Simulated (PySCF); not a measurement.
C3H9AlO, SMILES CC(C)[O][AlH2].

The structure is a stationary point at PBE0-D3(BJ)/def2-SVP. The structure was generated by enumeration; whether it is a known compound was not checked. One conformer was computed; it need not be the lowest.

The numbers are results of PBE/def2-TZVP in PySCF, not measurements.

Gas-phase values at a fixed geometry.

The total energy comes out as -437.10917 hartree and the point group comes out as Cs. The highest occupied level comes out as -6.34 eV, the lowest empty level comes out as -1.71 eV and the orbital gap is 4.64 eV. The dipole moment is 1.11 D and the quadrupole, principal values (traceless, Buckingham form, about the centre of nuclear charge) is -4.90, 0.12, 4.78 D·Å. The mean static polarisability is 71.2 bohr³ (10.55 Å³) and the polarisability, principal values is 64.8, 66.1, 82.7 bohr³.
